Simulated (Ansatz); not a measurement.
C4H5, doublet, geometry from GFN2-xTB. Base run: Ansatz (a program for electronic structure) with B3LYP/6-31G.

Here is a job for Ansatz.
Ansatz 0.2 input:
```yaml
crystal:
  periodic: [false, false, false]
  atoms:
    - {symbol: C, position_ang: [-1.45006822, -1.07167082, -0.63158736]}
    - {symbol: C, position_ang: [-0.25920185, -0.56808578, -0.50436756]}
    - {symbol: C, position_ang: [0.13180099, 0.47529935, 0.45030056]}
    - {symbol: C, position_ang: [1.36582743, 0.95156397, 0.53475037]}
    - {symbol: H, position_ang: [-2.41592108, -0.96137587, -0.19544851]}
    - {symbol: H, position_ang: [0.55153888, -0.91673113, -1.13669287]}
    - {symbol: H, position_ang: [-0.65429776, 0.84357236, 1.09483111]}
    - {symbol: H, position_ang: [2.15903411, 0.59378581, -0.10123445]}
    - {symbol: H, position_ang: [1.62949575, 1.71810851, 1.24396860]}
basis:
  gaussian:
    orbitals: 6-31G
hamiltonian:
  xc: b3lyp
magnetization: {spin_polarized: true, initial_magnetization: 1}
```

The bond that is stretched is that between atoms 9 and 4. A test that says stable can miss a lower solution.

Variants of this job, named by their change:

```json
[
 {"change": "base", "ΔE vs base (eV)": "0.00", "<S^2>": "0.767", "stability test says": "minimum"},
 {"change": "spin_polarized = on; lower_state_search = off", "ΔE vs base (eV)": "0.00", "<S^2>": "0.767", "stability test says": "undecided (no full test)"},
 {"change": "spin_polarized = on; lower_state_search = standard", "ΔE vs base (eV)": "0.00", "<S^2>": "0.767", "stability test says": "minimum"},
 {"change": "bond × 1.25", "ΔE vs base (eV)": "0.76", "<S^2>": "0.767", "stability test says": "minimum"},
 {"change": "spin_polarized = on; lower_state_search = off; bond × 1.25", "ΔE vs base (eV)": "0.76", "<S^2>": "0.767", "stability test says": "undecided (no full test)"},
 {"change": "spin_polarized = on; lower_state_search = standard; bond × 1.25", "ΔE vs base (eV)": "0.76", "<S^2>": "0.767", "stability test says": "minimum"},
 {"change": "bond × 1.5", "ΔE vs base (eV)": "2.07", "<S^2>": "0.767", "stability test says": "minimum"},
 {"change": "spin_polarized = on; lower_state_search = off; bond × 1.5", "ΔE vs base (eV)": "2.07", "<S^2>": "0.767", "stability test says": "undecided (no full test)"},
 {"change": "spin_polarized = on; lower_state_search = standard; bond × 1.5", "ΔE vs base (eV)": "2.07", "<S^2>": "0.767", "stability test says": "minimum"},
 {"change": "bond × 1.8", "ΔE vs base (eV)": "3.53", "<S^2>": "0.793", "stability test says": "minimum"},
 {"change": "spin_polarized = on; lower_state_search = off; bond × 1.8", "ΔE vs base (eV)": "3.53", "<S^2>": "0.793", "stability test says": "undecided (no full test)"},
 {"change": "spin_polarized = on; lower_state_search = standard; bond × 1.8", "ΔE vs base (eV)": "3.53", "<S^2>": "0.793", "stability test says": "minimum"},
 {"change": "bond × 2.2", "ΔE vs base (eV)": "4.65", "<S^2>": "1.373", "stability test says": "minimum"},
 {"change": "spin_polarized = on; lower_state_search = off; bond × 2.2", "ΔE vs base (eV)": "4.65", "<S^2>": "1.373", "stability test says": "undecided (no full test)"},
 {"change": "spin_polarized = on; lower_state_search = standard; bond × 2.2", "ΔE vs base (eV)": "4.65", "<S^2>": "1.373", "stability test says": "minimum"},
 {"change": "bond × 3.0", "ΔE vs base (eV)": "5.11", "<S^2>": "1.716", "stability test says": "minimum"},
 {"change": "spin_polarized = on; lower_state_search = off; bond × 3.0", "ΔE vs base (eV)": "5.26", "<S^2>": "1.731", "stability test says": "undecided (no full test)"},
 {"change": "spin_polarized = on; lower_state_search = standard; bond × 3.0", "ΔE vs base (eV)": "5.11", "<S^2>": "1.716", "stability test says": "minimum"}
]
```

On stretching, the SCF can end on different states; <S^2> shows the spin contamination of each.
